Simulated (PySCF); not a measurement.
Correlation energy of Mn²⁺ (manganese, charge +2)

[Ar] 3d4 4s1, high-spin 6D determinant (an excited configuration). All numbers are calculated (PySCF 2.14, scalar relativity by spin-free X2C-1e, in aug-cc-pVDZ-DK (7s6p4d2f, 59 functions)). Frozen: [Ar]; 5 electrons correlated.

MP2 pair energies summed by pair of shells (mhartree):

| pair | energy | share (%) |
| --- | --- | --- |
| 3d-3d | -27.94 | 74.5 |
| 3d-4s | -9.55 | 25.5 |

Total MP2 correlation energy: -37.49 mhartree.

Same-spin part -37.49 and opposite-spin part 0.00 mhartree; SCS-MP2 scales them by 1/3 and 6/5 to -12.50 mhartree.
